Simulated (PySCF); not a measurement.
Dipole response of K⁺ (potassium, charge +1)

[Ar], closed-shell 1S. Computed with PySCF 2.14 in aug-cc-pVTZ-X2C, with scalar relativity by spin-free X2C-1e. Coupled (time-dependent) response in atomic units; α is the mean over directions.

| method | mean α (bohr³) | C₆ (like pair) | S(−4) |
| --- | --- | --- | --- |
| UHF | 4.824 | 18.08 | 4.728 |
| PBE | 5.033 | 19.02 | 5.412 |
| PBE0 | 4.929 | 18.53 | 5.083 |
| B97-3 | 4.902 | 18.39 | 5.012 |
| BLYP | 5.092 | 19.33 | 5.582 |

S(−4) is the Cauchy moment in α(ω) = α(0) + S(−4) ω² + …

α(iu) at BLYP:

| u (hartree) | α(iu) (bohr³) |
| --- | --- |
| 0 | 5.092 |
| 0.0500 | 5.078 |
| 0.100 | 5.037 |
| 0.200 | 4.880 |
| 0.300 | 4.641 |
| 0.500 | 4.027 |
| 0.750 | 3.221 |
| 1.00 | 2.531 |
| 1.50 | 1.583 |
| 2.00 | 1.044 |
| 3.00 | 0.5313 |
| 5.00 | 0.2087 |

A single London oscillator, α(iu) = α/(1 + u²/ω²), gives C₆ = (3/4) ω α². Matching the computed C₆ needs ω = 4 × 19.33 / (3 × 5.092²) = 0.994 hartree.

For an ion, C₆ is the dispersion term alone; charge-induced terms of lower order in 1/R come first.
